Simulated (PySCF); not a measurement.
Isomers of C2H5N. All species are isolated molecules in the gas phase. One relaxed conformer stands for each flexible species; it need not be the lowest. Strings in code marks are SMILES.

The S1–T1 gap (TDA) from two functionals at the same geometries (PBE0-D3(BJ)/def2-TZVP), both in PySCF: PBE-D3(BJ)/def2-TZVP and ωB97X-D3(BJ)/def2-TZVP. Excitations are Tamm–Dancoff values on a coarser integration grid. The basis has no diffuse functions, so Rydberg states are missing or too high.

```tsv
species	ωB97X-D3(BJ)/def2-TZVP (eV)
`C=CN`	2.01
`C=NC`	0.85
`[H]/N=C\C`	0.86
```

**Question.** What does PBE-D3(BJ)/def2-TZVP give for each?

**Answer.** 
- `C=CN`: 1.14
- `C=NC`: 0.89
- `[H]/N=C\C`: 0.94
Over these rows, drawn at random from the members with no instability flagged (it was tested for open shells, ions and some series alone), PBE minus ωB97X-D3(BJ): mean -0.25 eV, from -0.88 eV to +0.08 eV.
